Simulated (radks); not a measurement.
Cs IV, configuration [Kr] 4d10 5s2 5p4. All-electron calculation, Dirac Kohn-Sham, BLYP, spin-unpolarised, spherical densities, point nucleus; open shells are shared between the two j in proportion to 2j + 1; speed of light set to 116.481 atomic units (0.85 times the physical value, a model run). Program: a radial shooting solver on a logarithmic mesh with Libxc functionals.

Spin-orbit splittings of the eigenvalues, e(l+1/2) - e(l-1/2), with zeta = 2 splitting/(2l+1) and mean radii in bohr:

shell  occ.  splitting (eV)  zeta (eV)  <r> j=l-1/2  <r> j=l+1/2
2p        6           508.9      339.3      0.09122      0.09952
3p        6           97.83      65.22       0.2828       0.2994
3d       10               ?          ?       0.2704       0.2756
4p        6           20.05      13.37       0.7073       0.7462
4d       10           3.174      1.269       0.8281       0.8424
5p        4           2.885      1.923        1.844        1.945

Estimate the 3d splitting.

Answer. 19.84 eV (zeta = 7.935 eV).
